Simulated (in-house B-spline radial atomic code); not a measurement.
RPA and G0W0 for Ba, [Xe] 6s2, as one setting changes: the highest l of the empty states. Start: PBE0. A dash marks a level of low quasi-particle weight. Computed with an all-electron radial atomic-structure program (B-spline basis): all electrons, scalar-relativistic (spin-free one-electron X2C), finite nucleus, each spin shell either full or empty, empty states to the listed l with an (l + 1/2)⁻⁴ tail; G0W0 by contour deformation at full frequency.

```json
{"highest l of the empty states": "4", "RPA summed (Eh)": "-3.6406", "RPA extrapolated (Eh)": "-4.3232", "G0W0 level (eV)": "6s -5.359"}
{"highest l of the empty states": "5", "RPA summed (Eh)": "?", "RPA extrapolated (Eh)": "?", "G0W0 level (eV)": "?"}
{"highest l of the empty states": "6", "RPA summed (Eh)": "-4.1018", "RPA extrapolated (Eh)": "-4.3635", "G0W0 level (eV)": "6s -5.360"}
{"highest l of the empty states": "7", "RPA summed (Eh)": "?", "RPA extrapolated (Eh)": "?", "G0W0 level (eV)": "?"}
{"highest l of the empty states": "8", "RPA summed (Eh)": "-4.2278", "RPA extrapolated (Eh)": "-4.3336", "G0W0 level (eV)": "6s -5.359"}
{"highest l of the empty states": "9", "RPA summed (Eh)": "-4.2542", "RPA extrapolated (Eh)": "-4.3255", "G0W0 level (eV)": "6s -5.358"}
{"highest l of the empty states": "10", "RPA summed (Eh)": "-4.2708", "RPA extrapolated (Eh)": "-4.321", "G0W0 level (eV)": "6s -5.358"}
{"highest l of the empty states": "11", "RPA summed (Eh)": "-4.2816", "RPA extrapolated (Eh)": "-4.3182", "G0W0 level (eV)": "6s -5.358"}
```

Problem. What belongs in the row for 5?

Solution. RPA summed (Eh): -3.9494; RPA extrapolated (Eh): -4.3796; G0W0 level (eV): 6s -5.361.

Problem. What belongs in the row for 7?

Solution. RPA summed (Eh): -4.1832; RPA extrapolated (Eh): -4.3497; G0W0 level (eV): 6s -5.359.
